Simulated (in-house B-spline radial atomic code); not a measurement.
Inner levels of antimony as electrons are removed. A shift is the extra binding of the orbital against the neutral atom ([Kr] 4d10 5s2 5p3). Computed with a B-spline radial code for spherical atoms: non-relativistic Hartree-Fock, average of the configuration, point nuclei.

This level leaves out relativity, spin-orbit splitting included, which matters for heavy ions.

```tsv
ion	configuration	shift of 1s (eV)	radius of 1s (bohr)	Σ<r²> (bohr²)	change of density at nucleus (bohr⁻³)
Sb39+	[Ne] 3s2	2424.3	0.029792	0.32955	638.83
Sb40+	[Ne] 3s1	?	?	?	?
Sb41+	[He] 2s2 2p6	?	?	?	?
Sb42+	[He] 2s2 2p5	2943.41	0.029767	0.10706	-1401.3
Sb43+	[He] 2s2 2p4	?	?	?	?
Sb44+	[He] 2s2 2p3	3533.15	0.02972	0.077422	-1006.47
Sb45+	[He] 2s2 2p2	3834.22	0.029696	0.063364	-803.58
Sb46+	[He] 2s2 2p1	4139.4	0.029671	0.049784	-597.03
Sb47+	[He] 2s2	4448.68	0.029645	0.036663	-386.8
Sb48+	[He] 2s1	4715.48	0.029642	0.019309	-5170.37
Sb49+	1s2	4984.86	0.02963	0.0023433	-10075.7
Sb50+	1s1	5847.69	0.029412	0.0011534	-51199.7
```

**Question.** Fill in the row of Sb40+.

**Answer.** shift of 1s (eV): 2538.83; radius of 1s (bohr): 0.029791; Σ<r²> (bohr²): 0.22489; change of density at nucleus (bohr⁻³): -460.86.

**Question.** Fill in the row of Sb41+.

**Answer.** shift of 1s (eV): 2654.76; radius of 1s (bohr): 0.029789; Σ<r²> (bohr²): 0.12268; change of density at nucleus (bohr⁻³): -1593.26.

**Question.** Fill in the row of Sb43+.

**Answer.** shift of 1s (eV): 3236.21; radius of 1s (bohr): 0.029744; Σ<r²> (bohr²): 0.091978; change of density at nucleus (bohr⁻³): -1205.7.
